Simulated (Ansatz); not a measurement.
Basis-set extrapolation for CH3BS2, SMILES `S=CBS` (PBE0-D4/def2-TZVP geometry, frozen core, Ansatz 0.2.0). Multiplicity 1, RHF reference.

```tsv
	def2-TZVPP	def2-QZVPP
HF	-859.402727	-859.427686
MP2 correlation	-0.601655	-0.648174
CCSD(T) correlation	-0.681472	-0.724120
```

Energies in hartree. Use E(X) = E(∞) + A·exp(−7.88·√X) for Hartree–Fock and E(X) = E(∞) + B·X^(−2.97) for correlation, with X = 3 and 4.

Problem. What is the CCSD(T) energy at the basis-set limit?

Solution. HF limit: -859.427686 + (-0.024959) × 0.13774 = -859.43112. Correlation limit: -0.724120 + (-0.042648) × 0.74074 = -0.75571. Total: -860.18683 hartree, 269.5 kJ/mol below CCSD(T)/def2-TZVPP.
